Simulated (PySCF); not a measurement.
A structure optimised at PBE-D3(BJ)/def2-SVP, used in a PySCF frequency run:

```xyz
12

Ge     0.4268     0.5043     0.0000
C     -1.4278     1.1574     0.0000
C      0.4522    -1.4512     0.0000
C     -0.6590    -2.2106     0.0000
H      1.1842     1.0309    -1.2542
H      1.1842     1.0309     1.2542
H     -1.9639     0.7984     0.9002
H     -1.4433     2.2644     0.0000
H     -1.9639     0.7984    -0.9002
H      1.4376    -1.9528     0.0000
H     -1.6711    -1.7692     0.0000
H     -0.6146    -3.3140     0.0000
```

### Question
Write its SMILES, formula and point group.

### Answer
C=[CH][GeH2][CH3], C₃H₈Ge, Cs

### Question
What are its rotational constants (standard atomic weights)?

### Answer
7.4796, 3.3714, 2.4314 GHz
